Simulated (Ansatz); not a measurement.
Computed with frozen-core CCSD(T)/cc-pVTZ // B3LYP-D3(BJ)/def2-TZVP (Ansatz, a program for electronic structure).

Ansatz 0.2 input:
```yaml
crystal:
  periodic: [false, false, false]
  atoms:
    - { symbol: Si, position_ang: [-0.238427, 0.008178, 0.414876] }
    - { symbol: Br, position_ang: [1.93901, -0.066996, -0.086114] }
    - { symbol: H, position_ang: [-0.808078, 1.250895, -0.164199] }
    - { symbol: H, position_ang: [-0.892503, -1.192077, -0.164564] }
basis:
  gaussian: { orbitals: cc-pVTZ }
correlation:
  method: ccsd_t
magnetization:
  spin_polarized: true
  initial_magnetization: 1
```

Output:

```
Functional definition: HF
639 factors; integrals over basis functions are off by at most 5.7e-4 eV
mean field evaluation 1: about -77893.7807 eV, gradient 8.7e0 eV
mean field evaluation 2: about -77893.7819 eV, gradient 8.7e0 eV
mean field evaluation 4: about -77894.6808 eV, gradient 1.7e0 eV
mean field evaluation 8: about -77894.7249 eV, gradient 1.7e-3 eV
mean field evaluation 16: about -77894.7230 eV, gradient 2.0e-1 eV
mean field -77894.72494357 eV, -2862.5783427353 hartree, gradient 6.5e-6 eV, S^2 0.754906; 0 other end points of the search recorded, 0 dependent functions left out
14 core orbitals not correlated
reference -77894.72494357 eV, -2862.5783427353 hartree; 12, 11 occupied and 79, 80 virtual orbitals, 639 factors
second order -8.93045238 eV of doubles, -0.00000000 eV of singles
cycle   1  -9.37937050 eV  change   -4.5e-1 eV  update   6.7e-2
cycle   2  -9.66110264 eV  change   -2.8e-1 eV  update   2.2e-2
cycle   3  -9.69281538 eV  change   -3.2e-2 eV  update   1.1e-2
cycle   4  -9.68593563 eV  change    6.9e-3 eV  update   4.4e-3
cycle   5  -9.68739233 eV  change   -1.5e-3 eV  update   2.0e-3
cycle   6  -9.68724150 eV  change    1.5e-4 eV  update   7.9e-4
cycle   7  -9.68738928 eV  change   -1.5e-4 eV  update   2.8e-4
cycle   8  -9.68747755 eV  change   -8.8e-5 eV  update   8.4e-5
cycle   9  -9.68745164 eV  change    2.6e-5 eV  update   3.3e-5
cycle  10  -9.68744713 eV  change    4.5e-6 eV  update   1.1e-5
perturbative correction -0.35526947 eV, -0.0130559124 hartree
Total energy: -77904.76766018 eV, -2862.9474057634 hartree
```

Cost: about 20 core-seconds (a rough figure).
